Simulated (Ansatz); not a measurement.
Species: C$_{8}$H$_{13}$BO, SMILES `B[C@@]12CC[C@@H](C1)[C@@H](C=O)C2` (charge 0, multiplicity 1).

Q: Give a relaxed geometry from Ansatz (a first-principles code) with PBE0-D4/def2-SVP.

A: This is not unique; one that fits is the end point of this relaxation, one of several conformers (outside a Z-matrix the atoms follow the SMILES, hydrogens last).
Z-matrix (Å, degrees):
```
C
C 1 1.5383
H 2 1.1009 1 113.00
H 2 1.1018 3 108.66 1 126.19
C 2 1.5326 3 113.84 4 126.59
H 5 1.1009 2 116.78 3 -62.49
C 5 1.5349 6 113.87 2 118.60
H 7 1.1008 5 110.12 6 -43.00
H 7 1.1009 8 106.99 5 -121.93
C 1 1.5417 2 101.78 3 -172.42
H 10 1.1006 1 111.58 2 155.42
H 10 1.1009 11 106.72 1 -121.18
C 5 1.5462 6 113.79 7 124.41
H 13 1.1045 5 109.87 6 -77.48
C 13 1.5073 14 106.54 5 -119.62
O 15 1.2018 13 125.56 14 -128.78
H 15 1.1221 16 120.43 13 178.63
C 13 1.5448 14 112.96 15 -125.35
H 18 1.0990 13 112.73 14 1.50
H 18 1.1032 19 108.12 13 -119.99
B 1 1.5513 2 121.40 3 50.19
H 21 1.2109 1 120.37 2 -24.63
H 21 1.2120 22 118.72 1 174.82
```
